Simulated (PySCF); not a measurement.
Compound: CdMe2, C2H6Cd (singlet state).
SMILES: `[CH3][Cd][CH3]`

The closed-shell ground state was solved at several levels (PySCF, density fitting, gas phase). Isolated species at its PBE0-D3(BJ)/def2-SVP geometry, gas phase. Atoms past krypton carry effective core potentials; spin–orbit coupling is left out. The dipole stays under 0.02 D at every level.

```json
{"level": "wB97X-D/pcSseg-1 (def2-TZVP on Cd)", "basis functions": "104", "HOMO (eV)": "-8.69", "LUMO (eV)": "1.51", "gap (eV)": "10.20"}
{"level": "CAM-B3LYP/def2-SVPD", "basis functions": "122", "HOMO (eV)": "-8.19", "LUMO (eV)": "0.66", "gap (eV)": "8.85"}
```

(1) Estimate the row for PBE0/pcSseg-1 (def2-TZVP on Cd), a basis of 104 functions; the other rows only guide the guess.

(2) Over all these levels, which gives the widest orbital gap and which the narrowest?

## Answers

(1) HOMO -6.90 eV, LUMO 0.00 eV, gap 6.90 eV.

(2) wB97X-D/pcSseg-1 (def2-TZVP on Cd) (range-separated hybrid) has the widest, 10.20 eV, and PBE0/pcSseg-1 (def2-TZVP on Cd) (global hybrid, 25 % exact exchange) the narrowest, 6.90 eV. The two share the basis. From the narrowest to the widest the HOMO moves by -1.79 eV and the LUMO by +1.51 eV.
